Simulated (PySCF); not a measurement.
Gas-phase reaction: ZrCl4 + 2 H2O ⇌ ZrCl2(OH)2 + 2 HCl, at 2500 K and a standard pressure of 1 bar. Level: MP2/def2-SVP†.

Energies from PySCF, thermal terms from the rigid-rotor harmonic-oscillator model, ideal gas at 1 bar. † marks an energy on the PBE0/def2-TZVP geometry and frequencies. MP2 freezes the core. All species are closed-shell singlets. Zr: scalar-relativistic def2 core potential, no spin-orbit coupling. ZrCl2(OH)2: computed as isolated molecules; such fragments, hydroxides, amides, oligomers or adducts are transient or little studied in the gas. MP2 isn't extrapolated to the basis-set limit; its ΔH°(298 K) is -1.7 kJ in def2-SVP and 32.8 kJ in def2-TZVPP. The harmonic model lacks anharmonicity and excited electronic states, which grow with temperature; levels with a mode under 35 cm⁻¹ are left out. Soft modes under 120 cm⁻¹ make the harmonic entropy rough for ZrCl4, ZrCl2(OH)2.

```
species          E (Ha)  H(2500 K) − E (kJ/mol)  S°(2500 K) (J/mol/K)
----------  -----------  ----------------------  --------------------
ZrCl4       -1885.05494                   270.7                 593.1
H2O           -76.16208                   163.2                 274.8
ZrCl2(OH)2  -1117.20648                   412.8                 687.0
HCl          -460.08324                    98.5                 253.4
```
E: electronic energy; H − E holds the zero-point and thermal terms. 1 Ha = 2625.5 kJ/mol.

Q: Work out ΔH°, ΔS°, ΔG° and log10 K from these numbers.

A: 1. ΔE = 1×(-1117.20648) + 2×(-460.08324) − 1×(-1885.05494) − 2×(-76.16208) = 0.00614 Ha = 16.1 kJ.
2. Δ(H − E) = 1×(412.8) + 2×(98.5) − 1×(270.7) − 2×(163.2) = 12.7 kJ, so ΔH° = 28.8 kJ.
3. ΔS° = 1×(687.0) + 2×(253.4) − 1×(593.1) − 2×(274.8) = 51.1 J/K; the number of gas molecules stays the same.
4. ΔG° = ΔH° − TΔS° = 28.8 − 2500×(51.1)/1000 = -99.0 kJ.
5. log10 K = −ΔG°/(RT ln 10) = 2.07, with RT ln 10 = 47.86 kJ/mol; at standard pressures the products are favoured.
6. A shift of 10 kJ in ΔE would move log10 K by 0.21 here.
For scale, ΔH°(298 K) is -2 kJ at this level, 16 kJ at ωB97M-V/def2-TZVP†, and runs from -3 to 82 kJ over the 18 levels computed.
